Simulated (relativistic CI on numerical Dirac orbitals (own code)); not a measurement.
**Level scheme of Zn XI**

Calculated at this level of theory: Dirac-Coulomb-Breit CI, KLI orbitals optimised for each configuration, model QED, unscaled Slater integrals (own radial code, finite nucleus).

Configurations in the expansion (outside the closed core [Ne]): 3s2 3p6 3d2, 3s2 3p5 3d3, 3s 3p6 3d3, 3s2 3p6 3d 4s, 3s2 3p6 3d 4p, 3s2 3p6 3d 4d, 3s2 3p6 4s2, 3s2 3p6 4s 4p, 3s2 3p6 3d 4f, 3s2 3p6 4p2, 3s2 3p6 3d 5s, 3s2 3p5 3d2 4s, 3s2 3p6 4s 4d, 3p6 3d4, 3p5 3d5. Double excitations out of closed p, d and f shells are left out; levels of such configurations are missing from the list, as are those of other unlisted configurations, and high levels can miss mixing partners. These lack a partner that the ground configuration has and come out too high: 3s2 3p5 3d2 4s.

The lowest level is 3s2 3p6 3d2 3F_2, with 99 % of that term; Hund's rules for 3s2 3p6 3d2 give 3F with J = 2, in agreement.

| No. | Configuration | Term | J | E (cm⁻¹) | % | Lifetime (s) | jj configuration (%) |
| --- | --- | --- | --- | --- | --- | --- | --- |
| 1 | 3s2 3p6 3d2 | 3F | 2 | 0 | 99 |  | 3d3/2^2 (76) |
| 2 | 3s2 3p6 3d2 | 3F | 3 | 3076 | 100 | 1.35e+00 | 3d3/2 3d5/2 (100) |
| 3 | 3s2 3p6 3d2 | 3F | 4 | 6652 | 100 | 1.08e+00 | 3d5/2^2 (76) |
| 4 | 3s2 3p6 3d2 | 1D | 2 | 28823 | 82 | 1.06e-01 | 3d3/2 3d5/2 (61) |
| 5 | 3s2 3p6 3d2 | 3P | 0 | 31977 | 99 | 3.43e+00 | 3d3/2^2 (66) |
| 6 | 3s2 3p6 3d2 | 3P | 1 | 33187 | 100 | 1.55e+00 | 3d3/2 3d5/2 (100) |
| 7 | 3s2 3p6 3d2 | 3P | 2 | 36092 | 83 | 2.20e-01 | 3d5/2^2 (81) |
| 8 | 3s2 3p6 3d2 | 1G | 4 | 45867 | 100 | 1.17e-01 | 3d3/2 3d5/2 (76) |
| 9 | 3s2 3p6 3d2 | 1S | 0 | 108747 | 99 | 6.43e-03 | 3d5/2^2 (66) |
| 10 | 3s2 3p5 3d3 | 5S° | 2 | 526487 | 98 | 2.68e-07 | 3p3/2^3 3d3/2 3d5/2^2 (36) |
| 11 | 3s2 3p5 3d3 | 5D° | 2 | 530147 | 79 | 1.45e-07 | 3p3/2^3 3d3/2^2 3d5/2 (40) |
| 12 | 3s2 3p5 3d3 | 5D° | 3 | 530372 | 72 | 2.48e-07 | 3p3/2^3 3d3/2^2 3d5/2 (56) |
| 13 | 3s2 3p5 3d3 | 5D° | 1 | 530606 | 90 | 1.12e-07 | 3p3/2^3 3d3/2^2 3d5/2 (31) |
| 14 | 3s2 3p5 3d3 | 5D° | 0 | 531145 | 100 | 1.59e-07 | 3p3/2^3 3d3/2^2 3d5/2 (45) |
| 15 | 3s2 3p5 3d3 | 5D° | 4 | 531877 | 70 | 7.99e-08 | 3p3/2^3 3d3/2 3d5/2^2 (64) |
| 16 | 3s2 3p5 3d3 | 5F° | 5 | 541078 | 87 | 2.18e-06 | 3p3/2^3 3d3/2 3d5/2^2 (53) |
| 17 | 3s2 3p5 3d3 | 5F° | 1 | 543734 | 86 | 5.03e-09 | 3p3/2^3 3d3/2^2 3d5/2 (43) |
| 18 | 3s2 3p5 3d3 | 5F° | 4 | 544191 | 57 | 1.83e-08 | 3p3/2^3 3d3/2^2 3d5/2 (36) |
| 19 | 3s2 3p5 3d3 | 5F° | 2 | 544562 | 71 | 7.61e-09 | 3p3/2^3 3d3/2^2 3d5/2 (29) |
| 20 | 3s2 3p5 3d3 | 5F° | 3 | 544904 | 61 | 1.17e-08 | 3p3/2^3 3d3/2 3d5/2^2 (27) |
| 21 | 3s2 3p5 3d3 | 5G° | 6 | 555101 | 99 | 3.19e-02 | 3p3/2^3 3d3/2 3d5/2^2 (48) |
| 22 | 3s2 3p5 3d3 | 5G° | 5 | 560976 | 83 | 2.91e-06 | 3p3/2^3 3d3/2 3d5/2^2 (52) |
| 23 | 3s2 3p5 3d3 | 5G° | 4 | 564956 | 77 | 3.94e-08 | 3p3/2^3 3d3/2^2 3d5/2 (38) |
| 24 | 3s2 3p5 3d3 | 3F° | 2 | 566469 | 50 | 3.76e-08 | 3p3/2^3 3d3/2 3d5/2^2 (41) |
| 25 | 3s2 3p5 3d3 | 5G° | 3 | 567594 | 74 | 1.19e-08 | 3p1/2 3p3/2^4 3d3/2^2 3d5/2 (24) |
| 26 | 3s2 3p5 3d3 | 3F° | 3 | 574103 | 65 | 2.21e-09 | 3p3/2^3 3d3/2^2 3d5/2 (49) |
| 27 | 3s2 3p5 3d3 | 5G° | 2 | 577532 | 51 | 1.63e-09 | 3p1/2 3p3/2^4 3d3/2^3 (23) |
| 28 | 3s2 3p5 3d3 | 3F° | 4 | 577964 | 62 | 3.88e-09 | 3p3/2^3 3d3/2^2 3d5/2 (49) |
| 29 | 3s2 3p5 3d3 | 3P° | 2 | 578948 | 58 | 7.10e-10 | 3p3/2^3 3d3/2 3d5/2^2 (34) |
| 30 | 3s2 3p5 3d3 | 3D° | 3 | 581443 | 94 | 1.01e-08 | 3p3/2^3 3d3/2 3d5/2^2 (41) |

Energies count from the lowest computed level; ° marks odd parity; lifetimes are radiative, by E1, M1, E2, M2, E3 decay to levels of this space only. Filled j subshells are mostly left out of the jj labels.

The mean weight of the leading LS term, summed over parents, in these 30 levels is 81 %, and that of the leading jj configuration (from the same eigenvectors) 52 %, so LS coupling describes them better.

At this charge energies of transitions that change n are usually good to better than 1 %, and those within a shell (Δn = 0) to a few per cent. Terms inside the open d or f shell come out 10 to 20 % too wide with unscaled integrals.

Landé's interval rule says that E(J) − E(J−1) = AJ with one A. For the ground term the intervals give A = 1025.5, 893.9 cm⁻¹ for J = 3, 4; the multiplet is regular.

LS names give the leading component of a level, which can be under half, so a name can repeat, a term be missing and a line seem to break the LS rules.
